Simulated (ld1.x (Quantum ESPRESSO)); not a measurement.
## Which change was made? (I, TM)

* Element: iodine
* Generator: ld1.x (Quantum ESPRESSO) 7.5
* Type: norm-conserving Troullier–Martins (Kleinman–Bylander form)
* Functional: PBEsol
* Relativity: fully relativistic
* Frozen core: [Ar] 3d10
* Valence charge: 25
* Reference configuration: 4s2 4p6 4d10 5s2 5p5
* Partial waves: 4s (bound): rc 0.80 bohr; 4d (bound): rc 1.55 bohr; 4p (bound): rc 0.85 bohr
* Local potential: the p channel
* Core correction: none

Open shells are filled in proportion to 2j + 1 (rel_dist='average').

Occupied shells without a wave of their own: 5p, 5s. They enter only through the test configuration that unscreens the potential.

Cutoffs, loose and tight: the cutoffs (Ry, on a coarse ladder) from which the occupation-weighted sum of valence levels, in a spherical-Bessel basis at the reference potential, stays within 10 and 1 mRy of its value at 400 Ry. They do not see the model core or the augmentation charge, which bear on the density cutoff. Test errors are all-electron minus pseudo excitation energies from the reference, over the configurations 4s2 4p6 4d10 5s2 5p4; 4s2 4p6 4d10 5s2 5p3; 4s2 4p6 4d10 5s2 5p2; 4s2 4p6 4d10 5s1 5p5; 4s2 4p6 4d10 5s1 5p6; 4s2 4p6 4d10 5s2 5p5.3; 4s2 4p6 4d10 5s2 5p4.5; variants that change the core or the reference have their own tests.

The base gives: outcome: generated, misses its reference levels by 7.46 eV; bound ghosts: not determined; largest test error (meV): -596.

(1) After one change the result is: outcome: generated, misses its reference levels by 7.46 eV; bound ghosts: not determined; largest test error (meV): -3023. Which change was it?
A. wave 4s (bound): rc 0.80 bohr becomes 4s (bound): rc 0.98 bohr
B. wave 4s (bound): rc 0.80 bohr becomes 4s (bound): rc 1.22 bohr
C. wave 4s (bound): rc 0.80 bohr becomes 4s (bound): rc 1.12 bohr

Answers

(1) B. The others give: wave 4s (bound): rc 0.80 bohr becomes 4s (bound): rc 1.12 bohr → outcome: generated, misses its reference levels by 7.46 eV; bound ghosts: not determined; largest test error (meV): -1807 | wave 4s (bound): rc 0.80 bohr becomes 4s (bound): rc 0.98 bohr → outcome: generated, misses its reference levels by 7.46 eV; bound ghosts: not determined; largest test error (meV): -803.
